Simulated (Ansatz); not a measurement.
Reaction (ligand exchange at the Al–C bond): `N=[C]([AlH2])[SiH3]` + `O/C=N/[SiH3]` → `[AlH2][O]/C=N\[SiH3]` + `N=C[SiH3]`

Gas-phase electronic energies from Ansatz, PBE0-D4/def2-TZVP geometries. CBS: MP2 limit from def2 TZ/QZ plus the TZ coupled-cluster correction, frozen cores. Double bonds are as drawn, so ΔE can hold a change between cis and trans. DFT in def2-TZVPP. One conformer a species, not always the lowest.

Problem. Is it downhill or uphill in electronic energy at CCSD(T)/CBS, and by how much? (Estimate.)

Solution. The calculation gave: Downhill: ΔE = -1.32 eV.

Problem. What do these levels give: r2SCAN-D4, r2SCAN, PBE0, HF/def2-TZVPP, SCS-MP2/def2-QZVPP, MP2/CBS(def2)? (Estimate.)

Solution. Computed: r2SCAN-D4 -1.30, r2SCAN -1.30, PBE0 -1.22, HF/def2-TZVPP -1.49, SCS-MP2/def2-QZVPP -1.38, MP2/CBS(def2) -1.34 eV.

Largest T1 diagnostic among the species: 0.015.

In def2-TZVPP, CCSD(T) changes the Hartree–Fock value by +0.16 eV (the triples alone add +0.04 eV) and MP2 by +0.14 eV. From PBE to PBE0 (25 % exact exchange), in def2-TZVPP and without D4, ΔE moves by −0.05 eV.
